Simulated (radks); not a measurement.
Charge is removed step by step from the 3s1/2 level of I25+, starting from [Ar] 3d10. All-electron calculation, Dirac Kohn-Sham, PBE, spin-unpolarised, spherical densities, finite nucleus; Fermi nuclear charge, rms radius 4.75 fm. Program: a radial shooting solver on a logarithmic mesh with Libxc functionals.

removed (e)	E - E(0) (eV)	eigenvalue (eV)	E minus straight line (eV)
0	0.000	-1780.0	0.000
0.125	223.06	-1788.9	-3.921
0.25	447.23	-1797.9	-6.725
0.375	672.52	-1806.8	-8.409
0.5	898.94	-1815.8	-8.973
0.625	1126.5	-1824.8	-8.416
0.75	1355.1	-1833.8	-6.736
0.875	1584.9	-1842.8	-3.931
1	1815.8	-1851.8	0.000

Removing the whole electron costs 1815.8 eV by Delta-SCF, against 1780.0 eV from minus the eigenvalue at the starting occupation. Slater's transition state (half an electron removed) gives 1815.8 eV. Integrating minus the eigenvalue over the occupation (Janak's theorem) gives 1815.8 eV. The mean slope of the eigenvalue, de/dn, is 71.8 eV per electron.
